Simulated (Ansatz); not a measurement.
Reaction (redistribution): `[CH3][In]([F])[O][SiH3]` + `C#[C][GeH3]` → `[CH3][In]([F])[GeH3]` + `C#CO[SiH3]`

Calculated with Ansatz (gas phase, PBE0-D4/def2-TZVP geometries, no zero-point term in ΔE). CCSD(T)/CBS is the MP2 limit (def2-TZVPP, def2-QZVPP) plus CCSD(T) − MP2 in def2-TZVPP, frozen cores. DFT in def2-TZVPP. Elements past krypton have def2 core potentials. For Ge, In outer-core shells are correlated without core-valence functions, which leaves a few kJ/mol of doubt a bond. Scalar relativity is left out up to krypton. One conformer a species, not always the lowest.

`[CH3][In]([F])[O][SiH3]`:

Z-matrix (Å, degrees):
```
C
In 1 2.119
H 1 1.090 2 108.7
H 1 1.089 2 109.4 3 119.5
H 1 1.088 2 109.1 3 -119.4
F 2 1.946 1 123.8 3 91.7
O 2 1.970 1 130.3 3 -88.2
Si 7 1.625 2 137.9 1 -1.7
H 8 1.489 7 110.7 2 118.5
H 8 1.497 7 111.3 2 -1.2
H 8 1.488 7 110.7 2 -121.0
```

`C#[C][GeH3]`:

```xyz
7

C    -0.893    0.104   -1.791
C    -0.356    0.042   -0.714
Ge    0.490   -0.057    0.983
H    -1.368    0.159   -2.744
H     0.890   -1.513    1.248
H     1.733    0.840    0.965
H    -0.497    0.425    2.052
```

`[CH3][In]([F])[GeH3]`:

```xyz
10

C    -1.208   -1.784    0.613
In    0.317   -0.458   -0.089
F     1.874   -1.530   -0.656
Ge    0.792    2.063   -0.454
H    -0.729   -2.660    1.051
H    -1.818   -2.103   -0.234
H    -1.851   -1.302    1.349
H     2.225    2.297   -0.950
H    -0.191    2.639   -1.489
H     0.588    2.840    0.859
```

`C#CO[SiH3]`:

```xyz
8

C    -1.494   -0.536    1.642
C    -0.451   -0.232    1.135
O     0.683    0.095    0.610
Si    0.870    0.322   -1.046
H    -2.414   -0.805    2.100
H     2.295    0.676   -1.202
H    -0.022    1.418   -1.489
H     0.534   -0.938   -1.749
```

```tsv
level	ΔE (kJ/mol)
PBE-D4	67.3
ωB97M-V	91.0
PBE0	72.2
HF/def2-SVP	91.3
```

What does CCSD(T)/CBS give? (Best estimate.)

Ansatz gave: +109.3 kJ/mol. The listed levels differ from it by -42.0, -18.3, -37.1, -18.0 kJ/mol.

Largest T1 diagnostic among the species: 0.015.

From BLYP to BHLYP (50 % exact exchange), in def2-TZVPP and without D4, ΔE moves by +12.0 kJ/mol. Leaving LDA and LC-ωPBE aside and taking each functional with its dispersion term where it has one, the values, not all of them listed here, spread over 30.7 kJ/mol, from PBE-D4 to B97M-V. LDA lies −17.1 kJ/mol from PBE without D4. At CCSD(T), def2-SVP lies −17.4 kJ/mol from the extrapolated value and def2-TZVPP −0.3 kJ/mol.
